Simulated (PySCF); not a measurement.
Oxygen: a sound run and one with changed settings

Sound run: O²⁺ [He] 2s2 2p2, O³⁺ [He] 2s2 2p1. Calculation: PySCF 2.14, in aug-cc-pVDZ; the non-relativistic Hamiltonian (point nucleus). In the sound run the correlated levels freeze 1s2. The sound run starts from symmetry-adapted Hartree-Fock orbitals and uses a fine grid where one is needed.

Changed run: basis STO-3G. This setting is unsound on purpose.

| species | method | sound run (hartree) | changed run (hartree) | converged |
| --- | --- | --- | --- | --- |
| O²⁺ | UHF | -73.08344 | -72.10797 | yes |
| O²⁺ | B3LYP | -73.25861 | -72.25581 | yes |
| O²⁺ | r2SCAN | -73.23001 | -72.23888 | yes |
| O²⁺ | MP2 | -73.13977 | -72.11973 | yes |
| O²⁺ | CCSD(T) | -73.16313 | -72.12986 | yes |
| O³⁺ | UHF | -71.07568 | -70.03453 | yes |
| O³⁺ | B3LYP | -71.21785 | -70.15541 | yes |
| O³⁺ | r2SCAN | -71.18528 | -70.13341 | yes |
| O³⁺ | MP2 | -71.12648 | -70.05893 | yes |
| O³⁺ | CCSD(T) | -71.15842 | -70.07898 | yes |

Ionisation energy of O²⁺:

```tsv
method	sound run (eV)	changed run (eV)
UHF	54.634	56.421
B3LYP	55.532	57.155
r2SCAN	55.640	57.293
MP2	54.785	56.077
SCS-MP2	54.682	56.008
CCSD	54.546	55.807
CCSD(T)	54.551	55.807
```

A minimal basis cannot let orbitals breathe on ionisation and holds almost no correlation.

For comparison, NIST gives 54.936 eV between the lowest levels.
